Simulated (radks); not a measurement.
Values are calculated unless marked as measured or tabulated.
Mean orbital radii <r> (bohr) of neutral titanium, [Ar] 3d2 4s2, of relativity; Dirac values are averaged over j with weights 2j + 1. Spin-unpolarised spherical Kohn-Sham, PBE, point nucleus unless stated (finite: rms radius 3.5921 fm), a radial shooting solver on a logarithmic mesh with Libxc functionals. A level marked "c x" has the speed of light scaled by that factor and shares open shells by 2j + 1; other Dirac levels either fill j = l - 1/2 first or share by 2j + 1.

| shell | non-rel. |
|---|---|
| 1s | 0.07017 |
| 2s | 0.3276 |
| 2p | 0.2909 |
| 3s | 1.014 |
| 3p | 1.088 |
| 4s | 3.538 |
| 3d | 1.601 |

Give the values at the level "Dirac, c x 5".

Answer. 
shell  Dirac, c x 5  change of magnitude (%)
1s          0.07015                    -0.03
2s           0.3275                    -0.03
2p           0.2908                    -0.01
3s            1.014                    -0.03
3p            1.088                    -0.01
4s            3.538                    -0.03
3d            1.602                    +0.04
